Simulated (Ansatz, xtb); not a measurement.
**Ranking isomers of C4H2BrFS**

4 gas-phase structures of C4H2BrFS, from a drawn sample of its isomers (lower ones may exist). Each was relaxed with GFN2-xTB:

A. `Fc1csc(Br)c1`, a singlet
B. `Fc1ccc(Br)s1`, a singlet
C. `Fc1cc(Br)cs1`, a singlet
D. `Fc1cscc1Br`, a singlet

Task: Make a reasoned guess at their ranking by r2SCAN-D4/def2-SVP single-point energy.

Result: Calculated order at r2SCAN-D4/def2-SVP: D (0.0), A (1.0), C (2.6), B (4.5) kcal/mol.

Energies above the lowest of each column, in kcal/mol; the last columns are at B3LYP/def2-SVP geometries:

```csv
structure,GFN2-xTB,HF/STO-3G,r2SCAN-D4/def2-SVP,B3LYP/def2-SVP,CCSD(T)/def2-SVP + ΔMP2/def2-TZVPP
D,0.0,0.9,0.0,0.0,0.0
A,0.5,1.2,1.0,1.0,1.2
C,0.0,0.0,2.6,2.5,2.8
B,2.5,0.7,4.5,4.4,5.0
```

CCSD(T)/def2-SVP + ΔMP2/def2-TZVPP puts D lowest; HF/STO-3G picks C. ΔMP2 is the change of the MP2 energy from the smaller to the larger basis.

Over these structures GFN2-xTB departs from r2SCAN-D4/def2-SVP by 1.0 kcal/mol on average once a common shift is removed. A GFN2-xTB relaxation took about 0.16 s and the r2SCAN-D4/def2-SVP energy about 3.8 s on a shared host (Ansatz 0.2.0, xtb 6.7.1).
